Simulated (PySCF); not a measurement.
Two species compared at the same levels of theory.

First species: C8H13NSi.
SMILES: `C[Si](C)(C)c1ccccn1`

Second species: C7H13OP.
Z-matrix (Å and degrees, GFN2-xTB geometry), rows numbered from 1:
```
C 
O   1  1.4039
C   2  1.4020  1  113.25
P   3  1.8667  2  108.35  1  -178.04
C   4  1.8193  3   97.82  2    55.92
C   5  1.3289  4  124.86  3    94.83
C   6  1.4974  5  112.35  4   179.10
C   7  1.5401  6  103.69  5     9.59
C   5  1.5055  4  123.43  3   -87.23
H   1  1.0885  2  106.78  3  -179.12
H   1  1.0973  2  111.12  3   -59.74
H   1  1.0972  2  111.15  3    61.46
H   3  1.1026  2  111.20  1    62.18
H   3  1.1023  2  111.53  1   -58.18
H   4  1.3972  3   92.96  2   -39.44
H   6  1.0772  5  125.79  4     0.37
H   7  1.0940  6  109.80  5  -109.83
H   7  1.0915  6  112.08  5   130.91
H   8  1.0889  7  111.87  6  -137.80
H   8  1.0905  7  109.69  6   102.44
H   9  1.0939  5  109.60  4   -69.76
H   9  1.0900  5  111.25  4    49.58
```

Levels: PBE0/pcSseg-1 for HOMO energy, LUMO energy and HOMO–LUMO gap. Geometries: GFN2-xTB. Each structure is a single optimised conformer of the isolated species, non-relativistic unless stated; the electronic structure was computed with PySCF and density fitting.

The conformers computed, where there is a choice (atom-mapped SMILES and torsion angles):
- `[CH3:1][Si:2]([CH3:3])([CH3:4])[c:5]1[cH:6][cH:7][cH:8][cH:9][n:10]1`: C1–Si2–C5–C6 152°

The conformers of `COCPC1=CCCC1` aren't listed.

```json
{"property": "HOMO energy", "column X": "-6.45 eV", "column Y": "-6.97 eV"}
{"property": "LUMO energy", "column X": "0.17 eV", "column Y": "-0.80 eV"}
{"property": "HOMO–LUMO gap", "column X": "6.62 eV", "column Y": "6.17 eV"}
```

Question: Which column belongs to which species?

Answer: Column X is the second species and column Y the first. The first has 23 atoms and 82 electrons, the second 22 and 78.

Question: How does each property change from the first species to the second?

Answer: HOMO energy +0.52 eV; LUMO energy +0.97 eV; HOMO–LUMO gap +0.45 eV.

